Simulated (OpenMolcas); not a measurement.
In+: effect of the basis set

```json
{
 "Program": "OpenMolcas",
 "Method": "SS-CASPT2, IPEA 0.25 Eh, imaginary shift 0.1 Eh (closed shells correlated: 4d)",
 "Active space": "2 electrons in 4 orbitals (5s 5p)",
 "State averaging": "2S+1 = 3 even, 3 roots; 2S+1 = 1 even, 7 roots; 2S+1 = 3 odd, 3 roots; 2S+1 = 1 odd, 3 roots",
 "Spin-orbit coupling": "state interaction with AMFI integrals over the reference wave functions, term energies averaged over their components"
}
```

A. ANO-R1 [6s5p3d1f], X2C, finite nucleus; CASPT2 step of the order of 1.2 core-seconds
B. ANO-RCC-VDZP [6s5p3d1f], DKH2, point nucleus; CASPT2 step about 2.3 core-seconds
C. ANO-RCC-VTZP [7s6p4d2f1g], DKH2, point nucleus; CASPT2 step about 2.8 core-seconds
D. ANO-R2 [7s6p4d2f1g], X2C, finite nucleus; CASPT2 step roughly 2.9 core-seconds
E. ANO-RCC-VQZP [8s7p5d3f2g], DKH2, point nucleus; CASPT2 step roughly 6 core-seconds
F. ANO-R3 [8s7p5d3f2g1h], X2C, finite nucleus; CASPT2 step roughly 6 core-seconds

Energies in eV above 5s² ¹S₀, the measured ground level; measured values from NIST Handbook of Basic Atomic Spectroscopic Data.

| Level | A | B | C | D | E | F | Measured |
| --- | --- | --- | --- | --- | --- | --- | --- |
| 5s² ¹S₀ | 0.0000 | 0.0000 | 0.0000 | 0.0000 | 0.0000 | 0.0000 | 0.0000 |
| 5s 5p ³P°₀ | 5.269 | 5.187 | 5.167 | 5.246 | 5.126 | 5.169 | 5.2416 |
| 5s 5p ³P°₁ | 5.394 | 5.311 | 5.277 | 5.354 | 5.243 | 5.289 | 5.3748 |
| 5s 5p ³P°₂ | 5.665 | 5.580 | 5.515 | 5.589 | 5.498 | 5.549 | 5.6821 |
| 5s 5p ¹P°₁ | 8.121 | 8.012 | 7.765 | 7.844 | 7.724 | 7.768 | 7.8157 |
| 5p² ³P₀ | 12.733 | 12.641 | 12.594 | 12.701 | 12.519 | 12.599 | 12.5977 |
| 5p² ³P₁ | 12.903 | 12.808 | 12.744 | 12.848 | 12.683 | 12.767 | 12.8012 |
| 5p² ³P₂ [65 %] | 13.110 | 13.014 | 12.890 | 12.998 | 12.798 | 12.895 | 13.0883 |
| 5p² ¹D₂ [65 %] | 13.833 | 13.740 | 13.290 | 13.414 | 13.145 | 13.257 | 12.1043 |
| 5p² ¹S₀ | 15.422 | 15.389 | 14.952 | 15.022 | 14.779 | 14.850 | 15.0379 |

Deviations, from unrounded energies. A percentage is the sum of absolute deviations over the sum of measured energies, with the sign that they share, or ± where signs differ.

```json
{"Against measurement": "mean absolute deviation (cm-1)", "Levels": "9", "A": "2500", "B": "2300", "C": "1700", "D": "1500", "E": "2100", "F": "1700"}
{"Against measurement": "other configurations (%)", "Levels": "9", "A": "±3.1", "B": "±2.8", "C": "±2.1", "D": "±1.9", "E": "±2.6", "F": "±2.1"}
```

D lies closest to measurement on these levels and A furthest from it. The largest miss of D in the table is 5p² ¹D₂ [65 %], by +11000 cm-1. The ranking rests on the paired levels alone, and a cruder setting can come out closer through cancelling errors.

Among A to F the level of the table that moves most is 5p² ¹D₂ [65 %], by 5600 cm-1 (lowest in E, highest in A). Moves below CASPT2's spread within the term are not significant.

CASPT2 does not keep the components of a term degenerate, so their means are used; among the terms shown or strongly mixed into the levels shown the widest spread is 14 cm-1 (5p² ¹D, F). Some levels mix across a computed gap that differs much from the measured one, so their mixing is not that of the real levels. The ¹D term of p² mixes with s d, which this space lacks. Computed and measured levels are paired by configuration, term and J; levels that our copy of the source lacks, or whose pairing is in doubt (as where it misses far off the trend of its configuration), stay unpaired and out of the deviations. Levels of configurations outside the active space are missing.

A share in square brackets marks a mixed level and gives the weight of the term that names it, the lowest over the columns. ° marks odd parity.
